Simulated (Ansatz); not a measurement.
System: C$_{2}$H$_{9}$N$_{2}$Si, net charge 0, doublet state. It need not be the lowest isomer of its formula. 
Geometry from a B3LYP-D3(BJ)/def2-TZVP (Ansatz, a quantum-chemistry and plane-wave program) optimisation:
SMILES: [Si](N)(N)([CH2])C
```xyz
14

C      0.6958    -0.0781    -1.7355
Si     0.0276     0.0051    -0.0138
C     -1.8271     0.2564    -0.1062
N      0.9491     1.2250     0.7766
N      0.2457    -1.4111     0.9537
H      0.0990    -0.4034    -2.5821
H      1.7389     0.1034    -1.9759
H     -2.3212    -0.5789    -0.6105
H     -2.2596     0.3485     0.8924
H     -2.0671     1.1645    -0.6632
H      0.8281     1.4041     1.7609
H      1.2535     2.0474     0.2815
H     -0.4100    -2.1740     0.8882
H      1.1774    -1.7501     1.1398
```
Charge 0, spin multiplicity 2.

Computed values are from Ansatz. Correlated levels leave the core frozen unless marked. Open shells are spin-unrestricted. No spin-orbit coupling. No relativistic terms. Basis-set limits of correlation are two-point, X^-3; Hartree-Fock from the larger set.

Task: What is the dipole moment at CCSD(T)/aug-cc-pV(D+d)Z?

Result: 0.08 D.

Task: What is the T1 diagnostic at CCSD/cc-pV(Q+d)Z?

Result: 0.011.

Task: What is the total energy at CCSD(T)/CBS(cc-pV(T+d)Z,cc-pV(Q+d)Z)?

Result: -480.0228 Eh.

Task: What is the atomisation energy De at CCSD(T)/CBS(cc-pV(T+d)Z,cc-pV(Q+d)Z)?

Result: 1220.4 kcal/mol.
